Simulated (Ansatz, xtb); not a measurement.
## Ranking isomers of C5H4N2O

6 gas-phase structures of C5H4N2O, from a drawn sample of its isomers (lower ones may exist). Each was relaxed with GFN2-xTB:

A. `N#Cn1ccc(O)c1`, a singlet
B. `N#Cc1cccn1O`, a singlet
C. `N#Cc1[nH]ccc1O`, a singlet
D. `N#Cc1ccn(O)c1`, a singlet
E. `N#Cc1cc(O)c[nH]1`, a singlet
F. `N#Cc1c[nH]cc1O`, a singlet

**Question.** Which do you expect lowest at r2SCAN-D4/def2-SVP, and how would the others follow?

**Answer.** Calculated order at r2SCAN-D4/def2-SVP: C (0.000), F (0.060), E (0.083), A (0.779), D (1.688), B (1.750) eV. Less than 1 kcal/mol parts F and E, so the order within that pair means little.

Energies above the lowest of each column, in eV; the last columns are at B3LYP/def2-SVP geometries and were run for some of them only (a dash: not run or not comparable):

| structure | GFN2-xTB | HF/STO-3G | r2SCAN-D4/def2-SVP | B3LYP/def2-SVP | CCSD(T)/def2-SVP + ΔMP2/def2-TZVPP |
| --- | --- | --- | --- | --- | --- |
| C | 0.100 | 0.000 | 0.000 | 0.000 | 0.000 |
| F | 0.158 | 0.006 | 0.060 | 0.046 | 0.004 |
| E | 0.142 | 0.104 | 0.083 | 0.078 | 0.053 |
| A | 0.000 | 0.578 | 0.779 | 0.714 | 0.679 |
| D | 1.426 | 1.000 | 1.688 | – | – |
| B | 1.412 | 1.177 | 1.750 | – | – |

CCSD(T)/def2-SVP + ΔMP2/def2-TZVPP puts C lowest of those it was run on, with F within 1 kcal/mol; GFN2-xTB picks A. Flexible structures stand in one conformer each, not always the lowest. Frequencies (GFN2-xTB) were run for A, C, E, F alone. ΔMP2 is the change of the MP2 energy from the smaller to the larger basis.

Over these structures GFN2-xTB departs from r2SCAN-D4/def2-SVP by 0.273 eV on average once a common shift is removed. A GFN2-xTB relaxation took about 0.058 s and the r2SCAN-D4/def2-SVP energy about 3.2 s on a shared host (Ansatz 0.2.0, xtb 6.7.1).
